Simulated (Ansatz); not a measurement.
Reaction (isomerisation): `B[SiH](N)P` → `BP(N)[SiH3]`

Program: Ansatz. Geometries: PBE0-D4/def2-TZVP. ΔE: electronic, gas phase. CCSD(T)/CBS adds triple-zeta CCSD(T) − MP2 to the extrapolated MP2 energy (def2 sets, frozen cores). Each species was taken in one conformer, which may not be the lowest.

`B[SiH](N)P`:

```xyz
11

B    -0.531   -1.276   -0.246
Si   -0.201    0.624   -0.419
N    -0.953    1.764    0.603
P     1.711   -0.418    0.376
H    -0.354   -2.023   -1.161
H    -1.013   -1.674    0.777
H     0.215    1.288   -1.674
H    -0.593    2.696    0.724
H    -1.483    1.459    1.403
H     2.190   -0.750   -0.917
H     1.012   -1.690    0.534
```

`BP(N)[SiH3]`:

Cartesian coordinates in Å:
```
B 0.364 -0.624 -1.785
P -0.043 0.620 -0.515
N 1.341 1.353 0.142
Si -1.223 -0.433 1.072
H -0.526 -1.351 -2.112
H 1.418 -0.632 -2.344
H 1.978 0.780 0.674
H 1.190 2.247 0.581
H -2.347 -1.143 0.412
H -1.755 0.579 2.023
H -0.397 -1.396 1.852
```

| level | ΔE (kcal/mol) |
| --- | --- |
| CCSD/def2-SVP | 4.3 |
| SCS-MP2/def2-QZVPP | 4.0 |

What does CCSD(T)/CBS give? (Best estimate.)

Ansatz gave: +5.7 kcal/mol. The listed levels differ from it by -1.4, -1.7 kcal/mol.

Largest T1 diagnostic among the species: 0.016.

Leaving LDA and LC-ωPBE aside and taking each functional with its dispersion term where it has one, the values, not all of them listed here, spread over 5.6 kcal/mol, from BHLYP-D4 to PBE-D4. LDA lies +3.6 kcal/mol from PBE without D4. From BLYP to BHLYP (50 % exact exchange), in def2-TZVPP and without D4, ΔE moves by −1.6 kcal/mol.
